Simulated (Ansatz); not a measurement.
`C[Si](F)(S)Cl` + H–F → `F[Si](F)(S)Cl` + CH₄ at 600 K and 1 bar (ligand exchange at the Si–C bond).

Computed with Ansatz on PBE0-D4/def2-TZVP structures; ΔE is electronic, products minus reactants. CCSD(T)/CBS adds triple-zeta CCSD(T) − MP2 to the extrapolated MP2 energy (def2 sets, frozen cores). This one scheme is used for every species. Each species was taken in one conformer, which may not be the lowest.

```tsv
species	CCSD(T)/CBS energy (Eh)	H − E (kJ/mol)	S (J/(mol·K))
`C[Si](F)(S)Cl`	-1287.05862	198.1	451.5
H–F	-100.39570	42.3	194.0
`F[Si](F)(S)Cl`	-1347.04322	98.6	416.4
CH₄	-40.46206	140.4	215.7
```

H − E and S are ideal-gas, rigid-rotor, harmonic terms from PBE0-D4/def2-TZVP, for one conformer and one mirror image of each species. 1 Eh = 2625.50 kJ/mol, R = 8.31446 J/(mol·K).

Problem. By hand: ΔE, ΔH, ΔS and ΔG.

Solution. ΔE = (-1347.04322) + (-40.46206) − (-1287.05862) − (-100.39570) = -0.05096 Eh = -133.8 kJ/mol. Δ(H − E) = 98.6 + 140.4 − 198.1 − 42.3 = -1.4, so ΔH = -135.2 kJ/mol. ΔS = 416.4 + 215.7 − 451.5 − 194.0 = -13.4 J/(mol·K). ΔG = -135.2 − 600 × (-13.4)/1000 = -127.2 kJ/mol.

Problem. By hand: the equilibrium constant, and the temperature at which ΔG would vanish if ΔH and ΔS stayed fixed.

Solution. log₁₀ K = −ΔG/(RT ln 10) = 11.1. ΔG = 0 at ΔH/ΔS = 10090 K, far beyond where these terms or the molecules hold.

The number of gas molecules stays the same, so ΔS is small and ΔH decides. A doubt of 5 kJ/mol in ΔE shifts log₁₀ K by 0.4 here. Other conformers and mirror images would add mixing entropy, several J/(mol·K) or more a flexible species. These are equilibria of isolated gas molecules and say nothing of rates. Largest T1 diagnostic: 0.011 (customary marks: 0.02 for closed shells, 0.045 for open ones).
